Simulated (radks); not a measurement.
Task: Valence configurations of neutral selenium (all share [Ar]). Method: Dirac Kohn-Sham, PBE, spin-unpolarised, spherical densities, point nucleus; open shells are shared between the two j in proportion to 2j + 1; computed with a radial shooting solver on a logarithmic mesh with Libxc functionals. Order these by energy: 3d9 4s1.5 4p5.5; 3d10 4s0.5 4p5.5; 3d10 4s2 4p4; 3d10 4p6; 3d9.5 4s1.5 4p5; 3d9 4s1 4p6; 3d9.5 4s0.5 4p6; 3d10 4s1.5 4p4.5; 3d9.5 4s2 4p4.5; 3d9 4s2 4p5.

Result: From the lowest, in eV above it: 3d10 4s2 4p4 0.000; 3d10 4s1.5 4p4.5 5.411; 3d10 4s0.5 4p5.5 16.388; 3d10 4p6 21.949; 3d9.5 4s2 4p4.5 24.550; 3d9.5 4s1.5 4p5 30.202; 3d9.5 4s0.5 4p6 41.649; 3d9 4s2 4p5 51.657; 3d9 4s1.5 4p5.5 57.541; 3d9 4s1 4p6 63.470. NIST lists [Ar] 3d10 4s2 4p4 as the ground configuration; this level of theory agrees among the configurations tried. The energies are those of spherical spin-averaged densities, not of single terms.
